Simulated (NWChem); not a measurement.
# GaNH₂BrF; SMILES [NH2][Ga]([F])[Br]

```xyz
6

Ga    -0.0040     0.7423     0.0000
F      1.5357     1.5667     0.0000
Br     0.0192    -1.5228     0.0000
N     -1.4942     1.7296     0.0000
H     -2.4254     1.3351     0.0000
H     -1.4843     2.7415     0.0000
```
Atoms are numbered in this order, from 1.

Program: NWChem. All runs use the structure optimised with PBE0/def2-SVP. Total energies compare along this basis series because the functional is fixed.

```tsv
level	basis functions	energy (Ha)	highest occupied level (eV)	orbital gap (eV)	dipole (D)
B3LYP/pcseg-1	92	-4654.4729	-7.79	6.33	2.96
B3LYP/aug-pcseg-1	136	-4654.4876	-7.94	6.12	2.82
B3LYP/pcseg-2	174	-4655.1757	-7.89	6.29	2.86
B3LYP/STO-3G	48	-4601.9193	___	___	___
B3LYP/def2-SVP	102	-4654.3235	-7.59	6.33	2.97
```

**Question.** Complete the blanks.

**Answer.** 
- B3LYP/STO-3G, highest occupied level (eV): -1.91
- B3LYP/STO-3G, orbital gap (eV): 3.85
- B3LYP/STO-3G, dipole (D): 2.57
